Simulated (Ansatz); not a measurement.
The same path of a periodic cell of 19 atoms, CoC18 (surface graphene monolayer, adsorbate Co) was run twice with different band settings. Lost on the way: C6–Co19, C7–Co19, C11–Co19, C12–Co19. Made: C3–Co19, C14–Co19, C15–Co19, C16–Co19.

Computed with DFT PBEsol, scalar-relativistic, plane waves, PAW (Ansatz 0.2.0). Settings: cutoff 420 eV, k mesh 2x2x1, gaussian smearing 0.02 eV, spin collinear.

Relaxed end points:

```xyz
19
Lattice="7.3980 0.0000 0.0000 -3.6990 6.4069 0.0000 0.0000 0.0000 12.0000" Properties=species:S:1:pos:R:3
C 0.004 -0.045 1.046
C 1.224 0.672 1.043
C -1.224 2.083 1.039
C 0.004 2.785 1.034
C -2.475 4.214 1.043
C -1.236 4.930 1.007
C 2.464 -0.045 1.007
C 3.703 0.675 0.997
C 1.233 2.083 1.039
C 2.475 2.802 1.039
C 0.004 4.211 0.997
C 1.244 4.930 1.007
C 4.943 -0.045 1.007
C 6.183 0.672 1.043
C 3.703 2.101 1.034
C 4.932 2.802 1.039
C 2.484 4.214 1.043
C 3.703 4.931 1.046
Co 0.004 5.646 2.490
```

```xyz
19
Lattice="7.3980 0.0000 0.0000 -3.6990 6.4069 0.0000 0.0000 0.0000 12.0000" Properties=species:S:1:pos:R:3
C 0.018 -0.058 1.043
C 1.237 0.660 1.046
C -1.222 2.091 1.007
C 0.018 2.808 1.043
C -2.462 4.237 1.034
C -1.233 4.938 1.039
C 2.457 -0.058 1.043
C 3.696 0.659 1.007
C 1.237 2.090 1.046
C 2.457 2.808 1.043
C 0.009 4.219 1.039
C 1.237 4.920 1.034
C 4.936 -0.061 0.997
C 6.176 0.659 1.007
C 3.697 2.091 1.007
C 4.936 2.811 0.997
C 2.466 4.219 1.039
C 3.708 4.938 1.039
Co 1.237 7.782 2.490
```

Common settings: climbing image yes; end points relaxed.

| run | movable images | spring | optimiser | start path | force threshold | iteration limit |
| --- | --- | --- | --- | --- | --- | --- |
| 1 | 5 | 5.0 eV/Å² | quadratic models (default) | IDPP | 0.03 eV/Å | 80 |
| 2 | 3 | 50.0 eV/Å² | fire | default | 0.05 eV/Å | 50 |

Q: What does each run give, and how far can it be trusted?

A: Run 1: converged after 13 iterations, highest image 0.669 eV above the first end. By the program's own check the climbing image is of a kind that is not told: the force calls were inconclusive, a negative curvature could not be distinguished from the path's own, the only one lies far off the path, or fixed occupations may fill a level only in part (lowest curvatures found: -1.69 and 0.20 eV/Å²).
Run 2: converged after 29 iterations, highest image 0.670 eV above the first end. The order of the point at the top wasn't checked.
Limits of this set-up: coarse k mesh, slab without dipole correction, a typed lattice constant that wasn't relaxed here.
